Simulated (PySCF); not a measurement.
Species: CH9NPSi2 (doublet state).
Z-matrix (Å and degrees, GFN2-xTB geometry), rows numbered from 1:
```
C 
N   1  1.4437
Si  2  1.7390  1  115.85
Si  2  1.7405  1  118.21  3   166.69
P   4  2.2412  2  107.93  1    32.98
H   1  1.0941  2  111.93  3   -75.61
H   1  1.0907  2  110.04  3    44.45
H   1  1.0934  2  110.29  3   163.77
H   3  1.4555  2  105.76  1  -179.36
H   3  1.4648  2  107.15  1   -58.36
H   3  1.4666  2  109.56  1    60.69
H   4  1.4750  2  103.66  1   148.63
H   5  1.3854  4   96.54  2   -95.48
H   5  1.3817  4   93.33  2   171.83
```

The hyperfine couplings belong to this conformer and change with its torsions.

Identity: `N([SiH3])(C)[SiH]P` [radical].

Method used: UKS B3LYP, pcH-1 on C H N P Si, non-relativistic, mean-field spin-orbit, GIAO in PySCF. One conformer (not necessarily the lowest) at the GFN2-xTB geometry, without solvent, vibrations or thermal averaging. A GFN2-xTB geometry isn't a minimum of the functional, and hyperfine couplings can be far from their values at a DFT geometry, by a factor of two or more for some ions and for spin on atoms past the first row. No stability test was run, so a lower SCF solution isn't excluded.

Q: Give the principal g shifts and their parts.

A: 
| Δg (ppm) | 1 | 2 | 3 |
| --- | --- | --- | --- |
| relativistic mass correction | -159 | -159 | -159 |
| gauge correction | 25 | 44 | 76 |
| orbital Zeeman/spin–orbit | -645 | 449 | 2112 |
| total | -779 | 335 | 2029 |

So g = 2.00154, 2.00265, 2.00435 and g_iso = 2.00285; the tensor is rhombic: the two nearest values differ by 40 % of g3 − g1. Axes: g2 points within 8° of the Si4–P5 bond.

Q: At 9.673 GHz, how far is the centre of the isotropic spectrum from where a free electron (g = 2.002319) resonates?

A: B = hν/(g μB) with μB/h = 13.99624 MHz/mT gives 345.16 mT for the free electron and 345.07 mT at g_iso, 0.09 mT lower.

Q: What are the electron Larmor frequencies g μB B/h along the three axes at 350 mT?

A: 9.8049, 9.8104, 9.8187 GHz for g1, g2 and g3, a range of 13.8 MHz.

Q: Average each term over the three axes. Which is largest in size?

A: The orbital-Zeeman/spin–orbit term 639, the mass correction -159 and the gauge correction 48 ppm, for a total of 529 ppm. The orbital-Zeeman/spin–orbit term is the largest in size. The mass correction is the same along every axis, so the anisotropy comes from the other two: their spans along these axes are 51 (gauge) and 2757 ppm (orbital Zeeman/spin–orbit).

Q: In a frozen sample, at which fields do the three g values resonate at 9.5, 34, 94 and 263 GHz (hyperfine left aside), and which band first spreads them over more than twice a line width of 0.3 mT?

A: 
| band | GHz | B(g3) mT | B(g2) mT | B(g1) mT | spread mT |
| --- | --- | --- | --- | --- | --- |
| X | 9.5 | 338.64 | 338.93 | 339.12 | 0.48 |
| Q | 34.0 | 1211.98 | 1213.00 | 1213.68 | 1.70 |
| W | 94.0 | 3350.76 | 3353.59 | 3355.46 | 4.70 |
| J | 263.0 | 9374.99 | 9382.93 | 9388.15 | 13.15 |

The spread grows in proportion to the frequency. Q band is the first where it exceeds 0.6 mT.

The largest Mulliken spin populations are on Si4 (+0.70), N2 (+0.14) and P5 (+0.12). No atom but Si4 exceeds +0.15. The angles at Si4 add up to 320.7°, so it is pyramidal.

The HOMO–LUMO gaps are 4.84 eV among the α and 4.56 eV among the β orbitals.
